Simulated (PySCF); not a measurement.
**Os (osmium, neutral): UHF calculation**

Configuration: [Xe] 4f14 5d6 6s2, high-spin 5D determinant. Computed with PySCF 2.14 in aug-cc-pVTZ-PP with one added diffuse shell each of s, p, d, f, g type with ECP60MDF (7s7p6d4f3g, 113 functions), with a scalar-relativistic core potential.

```
Total energy                                                  : -90.071064 hartree
One-electron energy                                           : -155.2480 hartree
Hartree (Coulomb) energy                                      : 73.8936 hartree
Exchange energy                                               : -8.7167 hartree
⟨S²⟩                                                          : 6.0322
⟨L²⟩                                                          : 6.043
Sum of ⟨r⟩                                                    : 26.38 bohr
Sum of ⟨r²⟩                                                   : 58.15 bohr²
Traceless quadrupole moment −½Σ⟨3z² − r²⟩ along its main axis : 1.20 e·bohr²
```

```tsv
shell	electrons	mean orbital energy (eV)	spread (eV)	rms radius, mean of both spins (bohr)
5s α	1	-109.99	0	1.09
5s β	1	-104.79	0	1.09
5p α	3	-65.751	1.357	1.27
5p β	3	-58.299	0.942	1.27
5d α	5	-13.106	1.707	1.92
5d β	1	-9.320	0	1.92
6s α	1	-8.871	0	3.46
6s β	1	-6.752	0	3.46
```

Energies and moments cover only the electrons outside the core potential. Spin-orbit coupling, absent here, splits the open shell strongly.
